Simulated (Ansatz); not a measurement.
A calculation with Ansatz (development build ahead of 0.2.0).

```yaml
crystal:
  periodic: [false, false, false]
  atoms:
    - { symbol: Ge, position_ang: [0.0, 0.0, 0.0] }
    - { symbol: H, position_ang: [0.81649, 0.81649, 0.81649] }
    - { symbol: H, position_ang: [0.81649, -0.81649, -0.81649] }
    - { symbol: H, position_ang: [-0.81649, 0.81649, -0.81649] }
    - { symbol: H, position_ang: [-0.81649, -0.81649, 0.81649] }
basis:
  gaussian: { orbitals: cc-pVDZ }
hamiltonian:
  xc: hf
correlation:
  method: mp2
  frozen_orbitals: { Ge: 9, H: 0 }
```

The input is written out in the form of the current development build from the run's settings.

Results

| Quantity | Value |
| --- | --- |
| Converged | yes |
| Reference energy | -2077.61942 hartree |
| Correlation energy | -0.13564 hartree |
| Total energy | -2077.75506 hartree |
| Spin squared of the determinant | 0.000 |
